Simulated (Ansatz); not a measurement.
One change: `[NH]=[Ta]([OH])([OH])[F]` becomes `[NH]=[Ta]([OH])([OH])[OH]`.

Ansatz, PBE0-D4/def2-TZVP geometries, multiplicity 1. Each molecule was computed in one conformer, which needn't be the lowest.

Elements past krypton have def2 core potentials.

```
                                        property  `[NH]=[Ta]([OH])([OH])[F]`
            HOMO–LUMO gap (PBE0/def2-TZVPP) / eV                        7.70
size of the dipole moment (B3LYP/def2-TZVPP) / D                        2.55
             HOMO–LUMO gap (PBE/def2-TZVPP) / eV                        5.49
             HOMO energy (B3LYP/def2-TZVPP) / eV                       -7.66
           HOMO–LUMO gap (B3LYP/def2-TZVPP) / eV                        7.11
               HOMO energy (PBE/def2-TZVPP) / eV                       -6.50
```

What does the change do to each property? (An estimate is asked.)

The calculation gave: 
```csv
property,`[NH]=[Ta]([OH])([OH])[OH]`,shift
HOMO–LUMO gap (PBE0/def2-TZVPP) / eV,6.99,-0.71
size of the dipole moment (B3LYP/def2-TZVPP) / D,2.57,0.02
HOMO–LUMO gap (PBE/def2-TZVPP) / eV,4.85,-0.64
HOMO energy (B3LYP/def2-TZVPP) / eV,-6.96,0.70
HOMO–LUMO gap (B3LYP/def2-TZVPP) / eV,6.40,-0.71
HOMO energy (PBE/def2-TZVPP) / eV,-5.82,0.68
```

The zero-point energy changes by 24.9 kJ/mol with +3 modes. Dipoles are sizes alone; their direction can turn.

Positive LUMOs are unbound, so they and the gaps depend on the basis.

B3LYP here is the variant with VWN-RPA as its local correlation; programs differ in this.
